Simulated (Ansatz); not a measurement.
Species: GeBr, charge 0, doublet. GeBr (SMILES [Ge][Br], doublet).
B3LYP-D3(BJ)/def2-TZVP minimum from Ansatz (a quantum-chemistry and plane-wave program):
```
Ge
Br 1 2.3528
```
Charge 0, spin multiplicity 2.

Total energies in cc-pVTZ, 11 correlated electrons, 28 frozen orbitals. Radicals and triplets start from unrestricted determinants; spin-orbit coupling is neglected. Correlated methods leave the cores frozen (noble-gas shells, and filled d and f shells in the p block). No relativity. Spin-orbit terms, left out, reach several kcal/mol for Br and I, and more for heavier atoms.

```tsv
method	program	energy (Eh)	minus CCSDT(Q) (mEh)
HF	Ansatz	-4647.89231	264.90
MP2	Ansatz	-4648.11818	39.04
CCSD	Ansatz	-4648.14452	12.69
CCSD(T)	Ansatz	-4648.15561	1.61
CCSDT(Q)	Ansatz	-4648.15721	0.00
```

Rough core times of Ansatz's runs on a shared machine: CCSD(T) 20 s, CCSDT(Q) 2 min.
